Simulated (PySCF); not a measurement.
CH₆N₂Si₂, SMILES N[Si@H]1C=N[SiH2]1. Atoms are numbered in the order given.

```xyz
11

N      2.2098     0.4797     0.7445
Si     0.9080    -0.2633    -0.1050
C     -0.5993    -1.1350     0.7515
N     -1.6860    -0.6323     0.2719
Si    -1.1235     0.7575    -0.7486
H      2.0807     1.2010     1.4448
H      3.1539     0.1105     0.7347
H      1.5555    -1.1878    -1.0858
H     -0.6549    -1.9662     1.4846
H     -1.5111     2.0529    -0.1147
H     -1.6771     0.7490    -2.1363
```
Charge 0, spin multiplicity 1.

Coordinates come from a B3LYP-D3(BJ)/def2-SVP optimisation. The structure was generated by enumeration; whether it is a known compound was not checked. The values are those of a single conformer.

Two levels are set side by side: PBE/pcSseg-1 (PySCF) and PBE0/pcSseg-1 (PySCF). GIAO shifts against NH3 (¹⁵N), TMS (²⁹Si), TMS (¹H), TMS (¹³C) at the same level; non-relativistic, no solvent, atoms listed together averaged. Differences are taken from unrounded values.

```
quantity                PBE
--------------------  -----
δ(¹⁵N) of N1 (ppm)     38.5
δ(²⁹Si) of Si2 (ppm)  -16.3
δ(¹³C) of C3 (ppm)    229.8
δ(¹⁵N) of N4 (ppm)    530.9
δ(²⁹Si) of Si5 (ppm)    9.4
δ(¹H) of H8 (ppm)      5.75
δ(¹H) of H9 (ppm)     10.60
```

Question: These are the PBE values. What does PBE0 give? (The exact figures need the calculation; the answer reports its results.)

Answer: 
```tsv
quantity	PBE0	PBE minus PBE0
δ(¹⁵N) of N1 (ppm)	30.9	7.7
δ(²⁹Si) of Si2 (ppm)	-13.9	-2.4
δ(¹³C) of C3 (ppm)	232.1	-2.3
δ(¹⁵N) of N4 (ppm)	543.7	-12.8
δ(²⁹Si) of Si5 (ppm)	11.5	-2.1
δ(¹H) of H8 (ppm)	5.54	0.21
δ(¹H) of H9 (ppm)	10.65	-0.05
```

Rough cost on one machine, each run with all the roots and properties that it gave: PBE0 against PBE within a factor of 2.
